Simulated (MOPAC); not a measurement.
Job for MOPAC: AM1 on H5NSn (SMILES [NH2][SnH3]), a point of a bond scan (R = 5.468 Å).

```
AM1 1SCF PRECISE CHARGE=0 THREADS=1
H5NSn

Sn    -0.28215657 1     0.02775224 1     0.02377762 1
N      1.74303182 1    -0.14346269 1    -0.23754058 1
H     -2.53440863 1    -3.34234299 1    -3.64636267 1
H     -0.65127624 1     1.66593101 1    -0.29253503 1
H     -0.81069646 1    -0.39503089 1     1.60666677 1
H      2.08100846 1    -1.08855163 1    -0.09745354 1
H      2.27355521 1     0.45968091 1     0.38036592 1
```

It printed:

```
*******************************************************************************
 **                                                                           **
 **                              MOPAC v23.2.5                                **
 **                                                                           **
 *******************************************************************************
 ** MOPAC's Digital Object Identifier: https://doi.org/10.5281/zenodo.6511958 **
 **                                                                           **
 ** Please cite the open-source release paper for use of this MOPAC version:  **
 ** J. E. Moussa and J. J. P. Stewart (2026)                                  **
 ** MOPAC: An open-source semiempirical molecular orbital program             **
 ** J. Open Source Softw., 11(119), 8025, https://doi.org/10.21105/joss.08025 **
 *******************************************************************************

                              AM1 CALCULATION RESULTS

 *******************************************************************************
 *  AM1        - The AM1 Hamiltonian to be used
 *
 *
 *
 *                 CHARGE ON SYSTEM = 0
 *
 *
 *
 *  PRECISE    - TIGHTER CRITERIA TO BE USED
 *  1SCF       - DO 1 SCF AND THEN STOP
 *  THREADS=1  - MULTI-THREADING NOT USED
 *  T=         - A TIME OF 172800.0 SECONDS REQUESTED
 *  DUMP=N     - RESTART FILE WRITTEN EVERY 7200.0 SECONDS REQUESTED
 *******************************************************************************
AM1 1SCF PRECISE CHARGE=0 THREADS=1
 H5NSn

   ATOM   CHEMICAL          X               Y               Z
  NUMBER   SYMBOL      (ANGSTROMS)     (ANGSTROMS)     (ANGSTROMS)

     1      Sn         -0.28215657  *   0.02775224  *   0.02377762  *
     2       N          1.74303182  *  -0.14346269  *  -0.23754058  *
     3       H         -2.53440863  *  -3.34234299  *  -3.64636267  *
     4       H         -0.65127624  *   1.66593101  *  -0.29253503  *
     5       H         -0.81069646  *  -0.39503089  *   1.60666677  *
     6       H          2.08100846  *  -1.08855163  *  -0.09745354  *
     7       H          2.27355521  *   0.45968091  *   0.38036592  *



          CARTESIAN COORDINATES

    NO.       ATOM           X           Y           Z

     1        Sn         -0.2822      0.0278      0.0238
     2         N          1.7430     -0.1435     -0.2375
     3         H         -2.5344     -3.3423     -3.6464
     4         H         -0.6513      1.6659     -0.2925
     5         H         -0.8107     -0.3950      1.6067
     6         H          2.0810     -1.0886     -0.0975
     7         H          2.2736      0.4597      0.3804

  H: (AM1): M.J.S. DEWAR ET AL, J. AM. CHEM. SOC. 107 3902-3909 (1985)
  N: (AM1): M.J.S. DEWAR ET AL, J. AM. CHEM. SOC. 107 3902-3909 (1985)
 Sn: (AM1): J. J. P. STEWART, J. MOL. MOD., 10, 155-164 (2004)

           Empirical Formula: H5 N Sn  =     7 atoms



      MOLECULAR POINT GROUP   :   C1


      RHF CALCULATION, NO. OF DOUBLY OCCUPIED LEVELS = 7



 ALL CONVERGERS ARE NOW FORCED ON
 SHIFT=10, PULAY ON, CAMP-KING ON
 AND ITERATION COUNTER RESET



 -------------------------------------------------------------------------------
 AM1 1SCF PRECISE CHARGE=0 THREADS=1
 H5NSn



     1SCF WAS SPECIFIED, SO BFGS WAS NOT USED
     SCF FIELD WAS ACHIEVED


                              AM1 CALCULATION
                                                       MOPAC v23.2.5 Linux




          FINAL HEAT OF FORMATION =        180.51455 KCAL/MOL =     755.27289 KJ/MOL


          COSMO AREA              =        119.90 SQUARE ANGSTROMS
          COSMO VOLUME            =         95.42 CUBIC ANGSTROMS

          IONIZATION POTENTIAL    =          5.762944 EV
          HOMO LUMO ENERGIES (EV) =         -5.763 -3.071
          NO. OF FILLED LEVELS    =          7
          MOLECULAR WEIGHT        =        137.7362         POINT GROUP:  C1

          MOLECULAR DIMENSIONS (Angstroms)

            Atom       Atom       Distance
            H     7    H     3     7.33392
            H     6    H     4     3.85608
            H     5    N     2     2.69915


          SCF CALCULATIONS        =          1





   ATOM   CHEMICAL          X               Y               Z
  NUMBER   SYMBOL      (ANGSTROMS)     (ANGSTROMS)     (ANGSTROMS)

     1      Sn         -0.28215657  *   0.02775224  *   0.02377762  *
     2       N          1.74303182  *  -0.14346269  *  -0.23754058  *
     3       H         -2.53440863  *  -3.34234299  *  -3.64636267  *
     4       H         -0.65127624  *   1.66593101  *  -0.29253503  *
     5       H         -0.81069646  *  -0.39503089  *   1.60666677  *
     6       H          2.08100846  *  -1.08855163  *  -0.09745354  *
     7       H          2.27355521  *   0.45968091  *   0.38036592  *

                             CARTESIAN COORDINATES

   1   Sn       -0.282156570     0.027752240     0.023777620
   2    N        1.743031820    -0.143462690    -0.237540580
   3    H       -2.534408630    -3.342342990    -3.646362670
   4    H       -0.651276240     1.665931010    -0.292535030
   5    H       -0.810696460    -0.395030890     1.606666770
   6    H        2.081008460    -1.088551630    -0.097453540
   7    H        2.273555210     0.459680910     0.380365920


           Empirical Formula: H5 N Sn  =     7 atoms



      MOLECULAR POINT GROUP   :   C1


                  EIGENVALUES
 -31.33397 -16.23300 -15.28639 -12.26305 -10.76080  -9.24623  -5.76294  -3.07144
   1.66238   3.02955   3.68095   5.71585   6.55847


              NET ATOMIC CHARGES AND DIPOLE CONTRIBUTIONS

  ATOM NO.   TYPE          CHARGE      No. of ELECS.   s-Pop       p-Pop
    1         Sn           1.283661        2.7163     1.51513     1.20121
    2          N          -0.731772        5.7318     1.60174     4.13003
    3          H          -0.133115        1.1331     1.13311
    4          H          -0.330843        1.3308     1.33084
    5          H          -0.331428        1.3314     1.33143
    6          H           0.121594        0.8784     0.87841
    7          H           0.121902        0.8781     0.87810
 DIPOLE           X         Y         Z       TOTAL
 POINT-CHG.    -1.374     0.427     1.386     1.998
 HYBRID         1.583     0.420     1.377     2.139
 SUM            0.209     0.848     2.763     2.897


          ATOMIC ORBITAL ELECTRON POPULATIONS

     Atom    s        px        py        pz
    1 Sn   1.51513   0.36079   0.43494   0.40548
    2  N   1.60174   1.35201   1.11186   1.66616
    3  H   1.13311
    4  H   1.33084
    5  H   1.33143
    6  H   0.87841
    7  H   0.87810

 **********************
 *                    *
 * JOB ENDED NORMALLY *
 *                    *
 **********************




 == MOPAC DONE ==
```

The run finished.

Cost: around 0.09 core-seconds (rough).
